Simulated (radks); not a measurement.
Results of a calculation; reference values are marked as such.
The tellurium ion Te4+, [Kr] 4d10 5s2. Code: a radial shooting solver on a logarithmic mesh with Libxc functionals. Model: non-relativistic Kohn-Sham, LDA (Slater exchange, Perdew-Wang correlation), spin-polarised, spherical densities, point nucleus. Every spin shell is full or empty, so the densities are truly spherical. Functionals are evaluated on that one density, not self-consistently. Rank these exchange functionals by their error against the exact value of the orbitals, and give that value: LDA, B88, PBEsol, revPBE, PW91, SOGGA, G96, APBE, TPSS, revTPSS, r2SCAN, Tao-Mo, TASK, MVS.

Answer. Exact: -167.512 hartree. From best to worst, with 100 (|E| - |E exact|)/|E exact| (equal figures are ties): PW91 0.00, B88 +0.03, MVS +0.07, r2SCAN -0.11, revPBE -0.28, TPSS -0.29, APBE +0.31, G96 +0.36, Tao-Mo -0.81, revTPSS -0.92, TASK -2.21, PBEsol -2.23, SOGGA -2.24, LDA -4.79.
